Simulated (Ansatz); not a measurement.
Positional isomers: naphthalene chloro+silyl. Gas-phase values, no solvent. Strings in code marks are SMILES.

Quantity: electronic energy of isomers of C10H9ClSi relative to `[SiH3]c1cc2ccccc2cc1Cl`, in kcal/mol. The restricted reference of `[SiH3]c1cc2ccccc2cc1Cl` and `[SiH3]c1cccc2cccc(Cl)c12` is unstable towards unrestricted orbitals.

Case: `[SiH3]c1cccc2cccc(Cl)c12`. Geometry of `c1ccc2cccc(Cl)c2c1[SiH3]` (neutral, multiplicity 1, Å):

```xyz
21

Si    -2.9559    -0.5378    -0.3458
C     -1.2698     0.3043    -0.1183
C     -1.3596     1.6873    -0.0496
C     -0.2344     2.5207     0.1176
C      1.0112     1.9612     0.2189
C      1.1809     0.5548     0.1574
C      2.4820     0.0034     0.2650
C      2.6798    -1.3530     0.2094
C      1.5765    -2.2097     0.0432
C      0.3048    -1.6920    -0.0632
Cl    -0.9843    -2.8361    -0.2655
C      0.0324    -0.2925    -0.0131
H     -3.9223     0.6069    -0.3841
H     -3.0983    -1.2741    -1.6351
H     -3.3575    -1.4116     0.7944
H     -2.3419     2.1599    -0.1276
H     -0.3642     3.6042     0.1651
H      1.8980     2.5866     0.3489
H      3.3263     0.6849     0.3936
H      3.6829    -1.7765     0.2924
H      1.7133    -3.2910    -0.0034
```

Question: What is the computed electronic energy of isomers of C10H9ClSi relative to `[SiH3]c1cc2ccccc2cc1Cl` (frozen-core CCSD(T)/cc-pVDZ // PBE0-D4/def2-SVP (Ansatz, a quantum-chemistry and plane-wave program))?

Answer: 5.02 kcal/mol.
